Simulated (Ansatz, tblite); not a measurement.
Cost and result up the ladder for [WS4]2- (WS₄²⁻) (5 atoms). Charge -2, multiplicity 1. Geometry: PBE0-D4/def2-SVPD.

```xyz
5

W     0.0001    0.0000    0.0000
S    -0.8539    1.0095   -1.7814
S     2.2084   -0.0946   -0.1908
S    -0.8187   -2.0569    0.1471
S    -0.5359    1.1420    1.8251
```

Ansatz on 2 threads of Intel Xeon Platinum 8375C on a shared host; xTB runs through tblite on one thread. Times are rough, summed over both states, and most runs start from the orbitals of an earlier one. PBE0-D4/def2-TZVPD serves as the yardstick here, not as an exact answer. The other state is a doublet.

In the def2 sets W takes a core potential; there is no spin–orbit coupling. The xTB rows come from tblite. B3LYP takes the VWN-RPA correlation. A multiply charged anion in the gas phase is held together partly by the finite basis. Removing one electron lowers the energy by 0.33 eV at PBE0-D4/def2-TZVPD, so it isn't bound. HOMO above LUMO, or a gap near zero within one spin, warns that the state may not be the lowest or that an electron is smeared out.

Run but left out: HF/def2-SVPD, MP2/def2-SVPD, CCSD/def2-SVPD, CCSD(T)/def2-SVPD (charge -1 doublet: ⟨S²⟩ 1.37, where a pure state has 0.75).

Raw xTB energies of ions are shifted by several eV.

```
                           level  functions  vertical IE (eV)  difference from PBE0-D4/def2-TZVPD (eV)                                                                   remarks
BLYP-D4/def2-TZVPD (with forces)        227             -0.70                                    -0.37  HOMO above zero (-2 singlet), gap within one spin near zero (-1 doublet)
           r2SCAN0-D4/def2-TZVPD        227             -0.28                                     0.05  HOMO above zero (-2 singlet), spin-contaminated (⟨S²⟩ 0.83) (-1 doublet)
                        GFN2-xTB         45              4.47                                     4.80                                                                         –
            revPBE-D4/def2-TZVPD        227             -0.59                                    -0.26  HOMO above zero (-2 singlet), gap within one spin near zero (-1 doublet)
               PBE-D4/def2-TZVPD        227             -0.56                                    -0.23  HOMO above zero (-2 singlet), gap within one spin near zero (-1 doublet)
                        GFN1-xTB         45              2.95                                     3.28                                                                         –
             B3LYP-D4/def2-TZVPD        227             -0.34                                    -0.01                                              HOMO above zero (-2 singlet)
PBE0-D4/def2-TZVPD (with forces)        227             -0.33                                     0.00                                              HOMO above zero (-2 singlet)
```

Estimate how long each takes.

GFN1-xTB 0.025 s; GFN2-xTB 0.037 s; revPBE-D4/def2-TZVPD 28 s; PBE-D4/def2-TZVPD 29 s; BLYP-D4/def2-TZVPD (with forces) 32 s; PBE0-D4/def2-TZVPD (with forces) 50 s; B3LYP-D4/def2-TZVPD 52 s; r2SCAN0-D4/def2-TZVPD 72 s. On shared hardware such times vary by a factor of up to 3.
